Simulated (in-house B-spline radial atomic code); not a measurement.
Results of a calculation; reference values are marked as such.
**Making a Troullier-Martins s channel for Sc, r_c = 3.55 bohr**

Sc, [Ar] 3d1 4s2, non-relativistic PBE, spherical and spin-unpolarised, from an all-electron radial atomic-structure program (B-spline basis) (atomic units). The all-electron 4s level is ε = -0.152566 hartree, its outermost node lies just inside 1.36 bohr and its outer maximum at 3.14 bohr.

Inside r_c the pseudo-orbital is u(r) = r^1 exp(p(r)), with p = c0 + c2 r² + c4 r⁴ + … + c12 r¹². The seven coefficients follow from p and its first four derivatives at r_c, from zero curvature of the screened potential at the origin, c4 = −c2²/(2l + 5), and from the norm inside r_c. At r_c the all-electron orbital has P = 0.5548299, P' = -0.07178792, the screened potential V = -0.2751601, V' = 0.1405084, V'' = -0.08493146, and the norm inside is Q = 0.4996899.

Question: What are p, p' and p'' at r_c?

Answer: p = ln(P/r_c^1) = ln(0.5548299/3.55) = -1.85604. p' = P'/P − 1/r_c = -0.12939 − 0.28169 = -0.41108. The radial equation gives p'' = 2(V − ε) − 2(1) p'/r_c − p'² = -0.24519 − (-0.23159) − 0.16898 = -0.18258. Differentiating, p''' = 2V' + 2(1)p'/r_c² − 2(1)p''/r_c − 2p'p'' = 0.16853, and p'''' = 2V'' − 4(1)p'/r_c³ + 4(1)p''/r_c² − 2(1)p'''/r_c − 2p''² − 2p'p''' = -0.21412.

For a trial c2 the five matching conditions are linear in c0, c6, c8, c10 and c12, and c2 is varied until the norm inside r_c equals Q. The root nearest zero gives:

```tsv
n	c_n
0	-2.164014
2	0.1820113
4	-0.006625619
6	-0.002949287
8	0.0003666287
10	-1.720358e-05
12	2.971556e-07
```

Question: Check c4 and p(r_c), and find the screened pseudopotential at the origin.

Answer: −c2²/5 = -0.00662562, as listed. The terms c_n r_c^n are -2.16401, 2.29380, -1.05230, -5.90320, 9.24812, -5.46893, 1.19049, which sum to -1.85604. Inverting the radial equation, V_l(r) = ε + 1 p'/r + (p'' + p'²)/2, so V_l(0) = ε + (2l + 3) c2 = -0.152566 + 3 × (0.182011) = 0.3935 hartree, finite where the all-electron potential diverges.

Orbitals and screened potentials:

```csv
r (bohr),P,u,V all-electron,V pseudo
0.355,0.06964,0.04172,-25.44,0.3923
0.888,-0.2416,0.1171,-5.024,0.3527
1.42,0.0567,0.2249,-1.831,0.1695
1.953,0.3539,0.3694,-0.8798,-0.1748
2.485,0.5144,0.5057,-0.5112,-0.4372
3.017,0.5691,0.5681,-0.3651,-0.3978
3.55,0.5548,0.5548,-0.2752,-0.2752
```

Logarithmic derivatives P'/P at R = 3.85 bohr, for energies E around ε:

```
E − ε (hartree)  all-electron     pseudo
           -0.5      0.843326   0.838264
          -0.25      0.477077   0.473482
           -0.1       0.14135   0.140043
              0     -0.199372  -0.199356
            0.1      -0.77198  -0.778605
           0.25      -3.97602   -4.51012
            0.5       2.56253    2.00046
```

Question: With P(R) = 0.5279195 and a norm of 0.5879056 inside R, what slope in energy does norm conservation fix?

Answer: d(P'/P)/dE = −2 × (norm inside R)/P(R)² = -4.2189 per hartree·bohr at E = ε, for both atoms, since orbital and norm agree at R. Differences over ±0.1 hartree give -4.5666 (all-electron) and -4.5932 (pseudo), which also hold third-order terms. Half a hartree below ε the two curves differ by -0.0051.
